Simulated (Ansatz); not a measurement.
Reactions of germanium tetrachloride.

Computed with Ansatz on PBE0-D4/def2-TZVP structures; ΔE is electronic, products minus reactants. CCSD(T)/CBS is the MP2 limit (def2-TZVPP, def2-QZVPP) plus CCSD(T) − MP2 in def2-TZVPP, frozen cores. This one scheme is used for every species, atoms too. Open shells (•) are unrestricted, without spin–orbit coupling. Spin–orbit coupling would lower the free atoms: a little for Cl; clearly for Ge. def2 core potentials past Kr. For Br, Ge, I, Se outer-core shells are correlated without core-valence functions, so the limit isn't a true one: a few kJ/mol of doubt a bond, and 10 to 20 or more in all where bonds break to atoms. Scalar relativity is left out up to krypton. Each species was taken in one conformer, which may not be the lowest.

| reaction | CCSD(T)/CBS(def2) (eV) |
| --- | --- |
| germanium tetrachloride + H₂S → `[SH][Ge]([Cl])([Cl])[Cl]` + HCl | 0.15 |
| germanium tetrachloride + `[NH2][Ge][SH]` → `[NH2][Ge]([Cl])([Cl])[Cl]` + `[SH][Ge][Cl]` | -0.10 |
| germanium tetrachloride + HBr → `[Cl][Ge]([Cl])([Cl])[Br]` + HCl | ? |
| germanium tetrachloride + `[Al][I]` → `[Cl][Ge]([Cl])([Cl])[I]` + `[Al][Cl]` | ? |
| germanium tetrachloride + H₂O → `[OH][Ge]([Cl])([Cl])[Cl]` + HCl | 0.30 |
| germanium tetrachloride + H₂Se → `[Cl][Ge]([Cl])([Cl])[SeH]` + HCl | 0.02 |
| germanium tetrachloride + NH₃ → `[NH2][Ge]([Cl])([Cl])[Cl]` + HCl | 0.43 |
| germanium tetrachloride → Cl₂ + `[Cl][Ge][Cl]` | 3.57 |
| germanium tetrachloride + H–F → `[F][Ge]([Cl])([Cl])[Cl]` + HCl | 0.12 |
| germanium tetrachloride → 4 Cl• + Ge• | ? |

**Question.** Fill in the missing values. (Best estimate.)

**Answer.** Computed: germanium tetrachloride + HBr → `[Cl][Ge]([Cl])([Cl])[Br]` + HCl: -0.09 eV; germanium tetrachloride + `[Al][I]` → `[Cl][Ge]([Cl])([Cl])[I]` + `[Al][Cl]`: -0.23 eV; germanium tetrachloride → 4 Cl• + Ge•: +14.54 eV.

Largest T1 diagnostic: 0.014, for `[NH2][Ge][SH]`.
